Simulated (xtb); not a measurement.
SnHI, SMILES [SnH][I] (connectivity only; charge and spin as stated), neutral, multiplicity 1. All values are semi-empirical tight-binding results from xtb (GFN2-xTB unless named), good for trends rather than for accurate numbers. Geometry: GFN2-xTB.

For metal compounds this method's bond lengths and energies can be far off.

```
Quantity                                       Result
-------------------------------------  --------------
point group as xtb finds it                        Cs
orbital gap                                   3.38 eV
zero-point energy                        2.8 kcal/mol
G − E(el) at 298.15 K (modified RRHO)  -15.2 kcal/mol
```
